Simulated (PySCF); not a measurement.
## Shieldings and the share of exact exchange

Molecule: `BCOC1C=C1`, C₄H₇BO.

Numbering as in the mapped SMILES `[BH2:1][CH2:2][O:3][CH:4]1[CH:5]=[CH:6]1`. Hydrogens are named by the atom that carries them.

GIAO shieldings (ppm, equivalent atoms averaged) in PySCF 2.14.0 with density-fitted response routines on the PBE0-D3(BJ)/def2-SVP geometry, basis pcSseg-1, gas phase, non-relativistic:

| functional | exact exchange (%) | σ(B1) | σ(C2) | σ(C4) | σ(O3) |
| --- | --- | --- | --- | --- | --- |
| BLYP | 0 | 3.8 | 97.1 | 117.2 | 240.2 |
| BP86 | 0 | 7.4 | 101.9 | 121.8 | 247.0 |
| PBE | 0 | 5.3 | 101.9 | 122.2 | 245.4 |
| PBE0 | 25 | 12.2 | 110.4 | 130.2 | 261.4 |
| mPW1PW91 | 25 | 13.2 | 110.1 | 129.4 | 261.3 |
| BHandHLYP | 50 | 16.9 | 113.2 | 133.4 | 269.4 |
| HF | 100 | 33.6 | 127.2 | 147.9 | 290.5 |

(1) Fit each shielding as a line in the percentage of exact exchange.

(2) What does the line predict for B3LYP (20 %), and what does the run give?

Results:

(1) σ(B1) = 5.4 + 0.27 x (rms 1.4 ppm); σ(C2) = 101.3 + 0.26 x (rms 2.1 ppm); σ(C4) = 121.1 + 0.27 x (rms 1.9 ppm); σ(O3) = 246.1 + 0.46 x (rms 3.1 ppm). The functionals also differ in their semilocal parts, which the line can't hold; Hartree–Fock has no correlation at all.

(2) σ(B1): 10.8 predicted, 8.9 computed; σ(C2): 106.5 predicted, 104.2 computed; σ(C4): 126.5 predicted, 124.2 computed; σ(O3): 255.3 predicted, 253.8 computed ppm.
